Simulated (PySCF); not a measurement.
CH₃ClTe, SMILES C[Te]Cl. Atoms are numbered in the order given.

```xyz
6

Te     0.4038    -0.3965     0.0000
Cl    -0.3339     1.8892     0.0000
C     -1.5974    -1.2273     0.0000
H     -1.4789    -2.3293     0.0000
H     -2.1285    -0.9024    -0.9122
H     -2.1285    -0.9024     0.9122
```
Charge 0, spin multiplicity 1.

The structure is a stationary point at PBE-D3(BJ)/def2-SVP. The def2 effective core potentials stand for the cores of Te; spin–orbit coupling is left out.

Level of theory: ωB97X/def2-TZVPD run with PySCF.

Mulliken values depend strongly on the basis, most of all with diffuse functions as here. ESP charges are fitted to the potential on shells at 1.4 to 2.0 van der Waals radii. Atomic charges (e):

```
atom  ESP fit  Mulliken
----  -------  --------
Te1       ___      0.42
Cl2       ___     -0.33
C3        ___     -0.89
H4        ___      0.26
H5        ___      0.27
H6        ___      0.27
```

Some entries are withheld; supply them. (An estimate is asked for; the answer gives what the named calculation found.)


- Te1, ESP fit: 0.17
- Cl2, ESP fit: -0.17
- C3, ESP fit: -0.81
- H4, ESP fit: 0.30
- H5, ESP fit: 0.26
- H6, ESP fit: 0.26
